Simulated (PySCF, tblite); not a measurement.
Isomers of [C4H7F3O2P]- (charge -1), one GFN2-xTB conformer each. Single-point energies are computed at PBE0/pcSseg-1 (PySCF, gas phase, no added dispersion term), electronic only.

Task: Rank them by PBE0/pcSseg-1 energy, lowest first (kcal/mol).
A. `[CH3:1][CH2:2][P@:3](=[O:4])([O-:5])[CH2:6][C:7]([F:8])([F:9])[F:10]` (charge -1) with C1–C2–P3–O4 -48°, C2–P3–C6–C7 60°
B. `[CH3:1][P@:2](=[O:3])([O-:4])[CH2:5][CH2:6][C:7]([F:8])([F:9])[F:10]` (charge -1) with C1–P2–C5–C6 180°, P2–C5–C6–C7 180°

Result: B (0.0), A (2.1).

Neighbours under 5.0 kcal/mol apart (C[P@](=O)([O-])CCC(F)(F)F and CC[P@](=O)([O-])CC(F)(F)F) can change places with a better method, another conformer or zero-point energy. GFN2-xTB itself gives, in the same order: 1.6, 0.0. GFN2-xTB puts CC[P@](=O)([O-])CC(F)(F)F lowest instead.

Task: What happens when harmonic zero-point energies from GFN2-xTB frequencies are added?

Result: 
| SMILES | ZPE (kcal/mol) | electronic (kcal/mol) | with ZPE (kcal/mol) |
| --- | --- | --- | --- |
| C[P@](=O)([O-])CCC(F)(F)F | 70.7 | 0.0 | 0.0 |
| CC[P@](=O)([O-])CC(F)(F)F | 71.2 | 2.1 | 2.6 |

The zero-point energies span 0.5 kcal/mol. The order is unchanged.

Task: As an exercise, what shares would exp(−E/RT) give at 1000 K from these electronic energies alone (no entropy, no degeneracies)?

Result: RT = 1.987 kcal/mol: C[P@](=O)([O-])CCC(F)(F)F 74.6 %, CC[P@](=O)([O-])CC(F)(F)F 25.4 %.
